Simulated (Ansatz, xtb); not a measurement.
Species: ZnI (charge +1, singlet). SMILES: [Zn+][I]
Structure (B3LYP-D3(BJ)/def2-TZVP (Ansatz, a quantum-chemistry and plane-wave program) minimum search):
```
Zn
I 1 2.4056
```
Charge +1, spin multiplicity 1.

Harmonic wavenumbers from GFN2-xTB (xtb, at its own minimum), cm⁻¹: 282.

Problem. Give the harmonic wavenumbers at B3LYP-D3(BJ)/def2-TZVP (Ansatz, finite differences of forces, unscaled).

Solution. 259 cm⁻¹. Zero-point energy 0.4 kcal/mol.

Problem. From these and the geometry, give the ideal-gas thermochemistry at 298.15 K and 1 atm (rigid rotor, harmonic oscillator).

Solution. Point group C∞v, rotational symmetry number 1. Rotational constants 2.024, 2.024 GHz. S(trans) 41.67, S(rot) 17.94, S(vib) 1.67, S(elec, spin only) 0.00, S 61.3 cal/(mol K). H(298) - H(0) 2.37 kcal/mol; G - E(el) -15.5 kcal/mol.
